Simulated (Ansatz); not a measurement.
`BCCBO` + CH₄ → `BCCBC` + H₂O  (formal exchange of groups at a B–O bond)

Isolated molecules relaxed with PBE0-D4/def2-TZVP in Ansatz; ΔE leaves out vibrations. CCSD(T)/CBS adds triple-zeta CCSD(T) − MP2 to the extrapolated MP2 energy (def2 sets, frozen cores). This one scheme is used for every species. Functionals use def2-TZVPP. One conformer a species, not always the lowest.

`BCCBO`:

Cartesian coordinates in Å:
```
B 2.231 0.074 -0.332
C 0.873 -0.034 0.405
C -0.423 0.078 -0.407
B -1.711 -0.375 0.368
O -2.887 0.295 0.331
H 2.305 -0.068 -1.521
H 3.242 0.237 0.290
H 0.849 0.606 1.295
H 0.948 -1.050 0.842
H -0.524 1.094 -0.811
H -0.340 -0.575 -1.289
H -1.712 -1.375 1.035
H -2.851 1.092 -0.205
```

CH₄:

```xyz
5

C     0.000    0.000    0.000
H    -0.986   -0.320    0.335
H     0.010    0.069   -1.087
H     0.746   -0.724    0.325
H     0.230    0.975    0.428
```

`BCCBC`:

Cartesian coordinates in Å:
```
B -1.088 0.386 -2.200
C -0.577 0.708 -0.777
C -0.024 -0.690 -0.393
B 0.652 -0.845 1.011
C 0.842 0.301 2.042
H -0.351 0.458 -3.143
H -2.185 -0.070 -2.365
H -1.351 0.995 -0.061
H 0.232 1.440 -0.729
H -0.812 -1.459 -0.438
H 0.714 -1.048 -1.129
H 1.086 -1.938 1.272
H 0.244 1.196 1.864
H 0.715 -0.033 3.075
H 1.901 0.599 1.971
```

H₂O:

Cartesian coordinates in Å:
```
O -0.024 -0.362 -0.142
H -0.598 0.050 0.507
H 0.622 0.312 -0.365
```

(1) Is it downhill or uphill in electronic energy at CCSD(T)/CBS, and by how much? (Best estimate.)

(2) What do these levels give: B2PLYP, r2SCAN, MP2/def2-TZVPP, CCSD(T)/def2-TZVPP, SCS-MP2/def2-QZVPP, HF/CBS(def2)? (Best estimate.)

Largest T1 diagnostic among the species: 0.012.

Results:

(1) The calculation gave: Uphill: ΔE = +32.9 kcal/mol.

(2) The calculation gave: B2PLYP 35.6, r2SCAN 34.3, MP2/def2-TZVPP 33.6, CCSD(T)/def2-TZVPP 34.1, SCS-MP2/def2-QZVPP 33.9, HF/CBS(def2) 37.1 kcal/mol.

The D4 term adds −1.3 kcal/mol with B3LYP and −0.7 kcal/mol with PBE0; it sums over pairs of atoms, weighted by their polarisabilities, and B3LYP, whose exchange is more repulsive, gets the larger term. In def2-TZVPP, CCSD(T) changes the Hartree–Fock value by −3.2 kcal/mol (the triples alone add −0.2 kcal/mol) and MP2 by −3.6 kcal/mol.

B3LYP here is the variant with VWN-RPA as its local correlation; programs differ in this.
